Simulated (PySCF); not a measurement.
**Bonding in `C=CC=C=Pc1ccco1`**

C₈H₇OP.
SMILES with atom numbers: `[CH2:1]=[CH:2][CH:3]=[C:4]=[P:5][c:6]1[cH:7][cH:8][cH:9][o:10]1` (hydrogens: H11, H12 on C1; H13 on C2; H14 on C3; H15 on C7; H16 on C8; H17 on C9)

Geometry (GFN2-xTB, Å), atoms numbered from 1 in this order:
```xyz
17
C8H7OP angstrom
C      3.8478   -1.2223    0.1116
C      2.7847   -0.6230   -0.4142
C      2.0876    0.4682    0.2363
C      1.0191    1.0439   -0.2511
P     -0.2021    1.8591   -0.9792
C     -1.6148    0.9129   -0.3562
C     -2.9552    1.0986   -0.5873
C     -3.6202    0.0846    0.1350
C     -2.6427   -0.6394    0.7484
O     -1.4306   -0.1485    0.4589
H      4.2514   -0.9258    1.0662
H      4.3514   -2.0292   -0.3917
H      2.3900   -0.9334   -1.3724
H      2.4820    0.7826    1.1983
H     -3.3957    1.8620   -1.1958
H     -4.6763   -0.0828    0.1902
H     -2.6833   -1.4954    1.3931
```

Bond orders from the PBE0/pcSseg-1 density (PySCF). Isolated species at its GFN2-xTB geometry (one conformer only).

Q: How far do the computed orders between heavy atoms stray from the drawn ones?

A: The largest departure is 0.457, at O10–C6 (drawn aromatic, 1.043), counting aromatic bonds as 1.5. The bonds drawn aromatic range from 1.04 to 1.58.

Q: Set the Mayer orders of the bonds beside their lengths.

A: 
```tsv
bond	drawn as	length (Å)	Mayer order
C1–C2	double	1.329	1.893
C2–C3	single	1.449	1.111
C3–C4	double	1.308	1.776
C4–P5	double	1.639	1.793
P5–C6	single	1.811	0.916
C6–C7	aromatic	1.373	1.507
C7–C8	aromatic	1.411	1.286
C8–C9	aromatic	1.362	1.583
C9–O10	aromatic	1.339	1.102
O10–C6	aromatic	1.351	1.043
C1–H11	single	1.078	0.955
C1–H12	single	1.076	0.950
C2–H13	single	1.082	0.961
C3–H14	single	1.086	0.920
C7–H15	single	1.071	0.995
C8–H16	single	1.071	0.989
C9–H17	single	1.072	0.986
```

By pair of heavy elements: C–C: lowest C2–C3 (1.111, 1.449 Å), highest C1–C2 (1.893, 1.329 Å); in 1 of the 15 pairs the longer bond (by over 0.003 Å) has the higher order (by 0.02 or more). C–P: lowest P5–C6 (0.916, 1.811 Å), highest C4–P5 (1.793, 1.639 Å). C–O: lowest O10–C6 (1.043, 1.351 Å), highest C9–O10 (1.102, 1.339 Å).

Q: Sum the orders of all bonds at each heavy atom with more than one neighbour and set the sums beside the valence in the SMILES.

A: C1 3.798 (drawn 4), C2 3.965 (drawn 4), C3 3.807 (drawn 4), C4 3.569 (drawn 4), P5 2.709 (drawn 3), C6 3.466 (drawn 4), C7 3.788 (drawn 4), C8 3.858 (drawn 4), C9 3.671 (drawn 4), O10 2.145 (drawn 2). Orders between atoms that aren't bonded are not in these sums.

For a closed shell the Mayer order of atoms A and B is Σ (PS)μν (PS)νμ over the basis functions μ on A and ν on B, with P the density and S the overlap matrix.

These values come from a run that also computed NMR shieldings. Cost: about 1.8 min of CPU time on one thread; the machine was shared, so the figure is rough.
